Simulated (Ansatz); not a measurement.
Geometry optimisation, RKS LDA/def2-SVP (Ansatz 0.2.0).

Input file:

```yaml
crystal:
  periodic: [false, false, false]
  atoms:
    - { symbol: O, position_ang: [-0.3865, 1.6934, -1.0666] }
    - { symbol: C, position_ang: [0.4536, 1.3582, -0.2754] }
    - { symbol: "N", position_ang: [0.2781, 0.1438, 0.4378] }
    - { symbol: Sb, position_ang: [-1.3044, -1.0693, 0.2241] }
    - { symbol: H, position_ang: [1.3441, 1.9606, -0.1525] }
    - { symbol: H, position_ang: [1.0611, -0.1405, 1.1115] }
    - { symbol: H, position_ang: [-0.8185, -1.5988, -1.363] }
    - { symbol: H, position_ang: [-0.5353, -2.4046, 1.0282] }
basis:
  gaussian: { orbitals: def2-SVP }
hamiltonian:
  xc: lda
relax:
  f_tol: 0.015
  max_steps: 40
```

Command:

```bash
$ ansatz run input.yaml --threads 1 --pin off --max-ram 2048MiB --backend cpu --events-out ev --progress --plain --runs-dir out
```

Question: Where does it end, and by what steps?

Answer: The forces met the threshold. After 9 steps the energy has fallen by 0.455 eV; O1 moved furthest, 0.26 Å.

```csv
step,energy less start (eV),largest force component (eV/Å),accepted
0,0.0000,3.631,yes
1,-0.3114,1.450,yes
2,-0.3198,1.332,yes
3,-0.4207,0.625,yes
4,-0.4290,0.903,yes
5,-0.4495,0.123,yes
6,-0.4545,0.050,yes
7,-0.4552,0.024,yes
8,-0.4552,0.038,yes
9,-0.4553,0.011,yes
```

```xyz
8
Properties=species:S:1:pos:R:3
O -0.510 1.470 -1.026
C 0.413 1.243 -0.248
N 0.431 0.142 0.506
Sb -1.341 -0.929 0.129
H 1.288 1.945 -0.130
H 1.211 -0.079 1.134
H -0.782 -1.564 -1.381
H -0.618 -2.285 0.960
```

Time of the run: 21 s on 1 thread of Intel(R) Xeon(R) Platinum 8375C CPU @ 2.90GHz (Ice Lake), with other jobs on the host, peak memory 0.16 GiB.
